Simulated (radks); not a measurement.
Q: Nb3+, 38 electrons, occupied as [Kr] 4d2. All-electron calculation, Dirac Kohn-Sham, LDA (Slater exchange, Perdew-Wang correlation), spin-unpolarised, spherical densities, point nucleus; open shells fill j = l - 1/2 first. Program: a radial shooting solver on a logarithmic mesh with Libxc functionals. Some entries of the table are withheld. Estimate them.

orbital,occ.,eigenvalue (Ry),<1/r> (bohr^-1)
1s1/2,2,-1382.104,42.35
2s1/2,2,(1),9.613
2p1/2,2,-179.5737,9.596
2p3/2,4,-172.5465,9.159
3s1/2,2,-34.46575,(2)
3p1/2,2,-28.53144,3.171
3p3/2,4,-27.39123,3.065
3d3/2,4,(3),2.872
3d5/2,6,(4),2.844
4s1/2,2,-6.53620,1.193
4p1/2,2,(5),1.077
4p3/2,4,(6),1.047
4d3/2,2,(7),(8)
4d5/2,0,(9),(10)

A: 
(1) 2s1/2 eigenvalue (Ry): -195.3280
(2) 3s1/2 <1/r> (bohr^-1): 3.270
(3) 3d3/2 eigenvalue (Ry): -16.87166
(4) 3d5/2 eigenvalue (Ry): -16.65910
(5) 4p1/2 eigenvalue (Ry): -4.86517
(6) 4p3/2 eigenvalue (Ry): -4.70122
(7) 4d3/2 eigenvalue (Ry): -2.27011
(8) 4d3/2 <1/r> (bohr^-1): 0.7694
(9) 4d5/2 eigenvalue (Ry): -2.25278
(10) 4d5/2 <1/r> (bohr^-1): 0.7634
